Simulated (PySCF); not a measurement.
Compound: C6H8BNO2.
Cartesian coordinates in Å at the PBE0-D3(BJ)/def2-SVP level; atoms count from 1:
```
atom  x, y, z in Å
C1     2.7976   -1.2346    0.1821
C2     2.9977    0.1472    0.4928
C3     1.7914    0.7776    0.3354
N4     0.8540   -0.1580   -0.0607
B5    -0.5348    0.1004   -0.3225
O6    -1.0938    1.3376   -0.2078
C7    -2.4719    1.2159   -0.5158
C8    -2.6766   -0.2739   -0.8771
O9    -1.4053   -0.8755   -0.7048
C10    1.4777   -1.3883   -0.1520
H11    3.5467   -2.0242    0.2035
H12    3.9295    0.6196    0.7982
H13    1.5040    1.8178    0.4697
H14   -3.0703    1.5219    0.3572
H15   -2.7223    1.8892   -1.3508
H16   -3.0084   -0.4118   -1.9186
H17   -3.4088   -0.7696   -0.2202
H18    0.9124   -2.2679   -0.4511
```

The closed-shell ground state was solved at several levels (PySCF, density fitting, gas phase, non-relativistic).

```csv
level,basis functions,HOMO (eV),LUMO (eV),gap (eV),dipole (D)
CAM-B3LYP/pcSseg-1,210,-7.36,1.45,8.81,3.44
PBE0/pcSseg-1,210,-6.12,0.30,6.42,3.36
```

(1) Estimate the row for CAM-B3LYP/def2-SVPD, a basis of 270 functions; the other rows only guide the guess.

(2) Over all these levels, which gives the widest orbital gap and which the narrowest?

(3) How far do the dipole and the HOMO energy spread over the levels?

## Answers

(1) HOMO -7.42 eV, LUMO 0.79 eV, gap 8.21 eV, dipole 3.21 D.

(2) CAM-B3LYP/pcSseg-1 (range-separated hybrid) has the widest, 8.81 eV, and PBE0/pcSseg-1 (global hybrid, 25 % exact exchange) the narrowest, 6.42 eV. The two share the basis. From the narrowest to the widest the HOMO moves by -1.24 eV and the LUMO by +1.15 eV.

(3) The dipole runs from 3.21 to 3.44 D (mean 3.34 D) and the HOMO from -7.42 to -6.12 eV.

One conformer stands for the species.
